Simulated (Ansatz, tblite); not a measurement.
Removing an electron: GaH2(OMe) (CH₅GaO). Charge 0, multiplicity 1. Geometry: B3LYP-D4/def2-TZVP. Ansatz, gas phase; energy differences of separate SCF runs; the oxidised species was run as a doublet alone.

```csv
atom,x (Å),y (Å),z (Å)
Ga1,-1.1269,-0.4820,1.0352
H2,-0.9163,-1.9657,0.5828
H3,-2.0944,0.1247,2.0910
O4,-0.0989,0.7390,0.2209
C5,0.8587,0.4464,-0.7756
H6,1.8449,0.7956,-0.4542
H7,0.6001,0.9677,-1.7027
H8,0.9328,-0.6257,-0.9974
```

The xTB rows come from tblite. Correlated methods freeze 11 core orbitals; core or outer-core shells of Ga are correlated, in sets that lack core-valence functions. HOMO above LUMO, or a gap near zero within one spin, warns that the state may not be the lowest or that an electron is smeared out.

```tsv
level	−HOMO (eV)	vertical IE (eV)	−LUMO (eV)	HOMO–LUMO gap (eV)	remarks
GFN1-xTB	11.98	15.10	4.92	7.06	–
GFN2-xTB	11.50	14.47	6.51	4.99	–
HF/def2-TZVPP	–	8.75	–	–	–
PBE-D4/def2-TZVP	6.40	9.89	1.98	4.42	gap within one spin near zero (+1 doublet)
r2SCAN-D4/def2-TZVP	6.67	9.98	1.69	4.98	–
PBE0-D4/def2-TZVP	7.83	10.08	1.20	6.63	–
MP2/def2-TZVPP	–	10.64	–	–	–
CCSD/def2-TZVPP	–	10.17	–	–	–
CCSD(T)/def2-TZVPP	–	10.27	–	–	–
```

  Raw xTB energy differences between charge states are shifted by several eV; the methods need an empirical correction for them.
